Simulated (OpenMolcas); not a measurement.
Pt I: effect of the active space

* Program: OpenMolcas 26.06
* Method: CASSCF
* Basis: ANO-RCC-VQZP
* Scalar Hamiltonian: DKH2, point nucleus
* Spin-orbit coupling: RASSI with atomic mean-field integrals over the reference wave functions, term energies averaged over their components

A. 10 electrons in 6 orbitals (5d 6s); 2S+1 = 3 even, 15 roots; 2S+1 = 1 even, 20 roots kept (CI in the orbitals of an earlier block); cost about 15 core-seconds
B. 10 electrons in 11 orbitals (5d 6s 6d); 2S+1 = 3 even, 15 roots; 2S+1 = 1 even, 11 roots kept (CI in the orbitals of an earlier block); cost of the order of 12 core-minutes

Energies in cm-1 above 5d9 6s 3D3, the measured ground level; measured values from NIST Handbook of Basic Atomic Spectroscopic Data.

| Level | A | B | Measured |
| --- | --- | --- | --- |
| 5d8 6s2 3F4 | -1647 | 4167 | 824 |
| 5d9 6s 3D3 | 0.0 | 0.0 | 0.0 |
| 5d9 6s 1D2 [50 %] | 635 | 1722 |  |
| 5d8 6s2 3F3 | 7571 | 12801 | 10117 |
| 5d9 6s 3D1 | 10570 | 10350 | 10132 |
| 5d10 1S0 [69 %] | 27345 | 8434 | 6140 |

A puts 5d8 6s2 3F4 lowest.

Deviations, from unrounded energies. A percentage is the sum of absolute deviations over the sum of measured energies, with the sign that they share, or ± where signs differ.

| Against measurement | Levels | A | B |
| --- | --- | --- | --- |
| mean absolute deviation (cm-1) | 4 | 6700 | 2100 |
| fine structure of the ground term (%) | 1 | +4.3 | +2.2 |
| other configurations (%) | 3 | ±153.5 | +48.7 |

B lies closest to measurement on these levels. The largest miss of B in the table is 5d8 6s2 3F4, by +3300 cm-1. The ranking rests on the paired levels alone, and a cruder setting can come out closer through cancelling errors.

Between A and B the level of the table that moves most is 5d10 1S0 [69 %], by 19000 cm-1 (lowest in B, highest in A).

Without dynamic correlation excited terms often stand tens of per cent too high (terms of higher spin than the ground term too low), and those without a measured partner can miss by more than the paired ones. Terms from blocks run as CI alone lack orbitals of their own. The lowest computed level is not the ground level that NIST lists (3D3) (holds for A). Configurations are named by rounded mean occupations; where the s occupation lies near a half they are strongly mixed, a name can repeat and a true partner stay unpaired (holds for A). A single d shell beside an s shell can misplace configurations of different d count against each other (holds for A). The lowest spin-free term belongs to 5d9 6s, not to the configuration of the lowest level (holds for A). Active for correlation alone: 6d; no level in the range computed is led by a configuration that fills it, so any true level of that kind is missing (holds for B). Computed and measured levels are paired by configuration, term and J; levels that our copy of the source lacks, or whose pairing is in doubt (as where it misses far off the trend of its configuration), stay unpaired and out of the deviations. Levels of configurations outside the active space are missing. Levels that lie high or do not pair safely by name in every column are left out.

A share in square brackets marks a mixed level and gives the weight of the term that names it, the lowest over the columns.
